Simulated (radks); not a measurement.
Results of a calculation; reference values are marked as such.
Fractional charge and spin in the 4p shell of rhodium: the spin-up occupation runs from 2 to 3 and the spin-down occupation from 2 to 3; the fullest corner is Rh3+, [Ar] 3d10 4s2 4d(up 3, down 3) 4p(up 3, down 3). Level of theory: scalar-relativistic Kohn-Sham, r2SCAN, spin-polarised, spherical densities, finite nucleus; meta-GGA in the generalised Kohn-Sham scheme; Fermi nuclear charge, rms radius of each element as measured or else 0.836 A^(1/3) + 0.57 fm (a radial shooting solver on a logarithmic mesh with Libxc functionals). Energy (eV) above the fullest corner. The planes named below are the two flat planes that join the four corners, with an edge along up + down = one added electron.

\begin{tabular}{lrrr}
down \ up & 2 & 2.5 & 3 \\ \hline
2 & 210.778 & 151.117 & 95.918 \\
2.5 & 151.117 & 96.317 & 45.857 \\
3 & 95.918 & 45.857 & 0.000 \\
\end{tabular}

Corners above the fullest one (they belong to Rh4+ and the next ion): (up 3, down 2) 95.918 eV, (up 2, down 3) 95.918 eV, (up 2, down 2) 210.78 eV. With half an added electron in each spin the energy lies 0.399 eV from the planes, and with half an added electron in spin up alone -2.231 eV. The planes are only a guide here: the flat-plane condition holds for ground states with one frontier orbital, while this shell lies below other occupied shells, so the corners above the fullest one are inner-hole states and not the ground states of those ions.
